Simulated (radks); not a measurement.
Problem. The mean radii <r> (bohr) of the occupied orbitals of an atom or ion are listed with their occupations. Method: scalar-relativistic Kohn-Sham, AM05, spin-polarised, spherical densities, finite nucleus; Fermi nuclear charge, rms radius of each element as measured or else 0.836 A^(1/3) + 0.57 fm; computed with a radial shooting solver on a logarithmic mesh with Libxc functionals.

orbital  occ.      <r>
1s up       1  0.05037
1s down     1  0.05037
2s up       1   0.2266
2s down     1   0.2263
2p up       3   0.1986
2p down     3   0.1983
3s up       1   0.6665
3s down     1   0.6682
3p up       3   0.6876
3p down     3   0.6899
3d up       5   0.7393
3d down     2   0.7461
4s up       1    1.787

Name the element and its charge. Open shells, if any, are filled with parallel spins first.

Solution. Z = 30, zinc, charge +4: Zn4+ in [Ar] 3d7 4s1. The 1s radius gives Z: for a bare nucleus <r> = (2 gamma + 1)/(2Z) with gamma = sqrt(1 - (Z/c)^2), 0.04919 bohr for Z = 30, and screening makes it slightly larger (0.05037 here). The occupations add up to 26, and the charge is Z minus that.
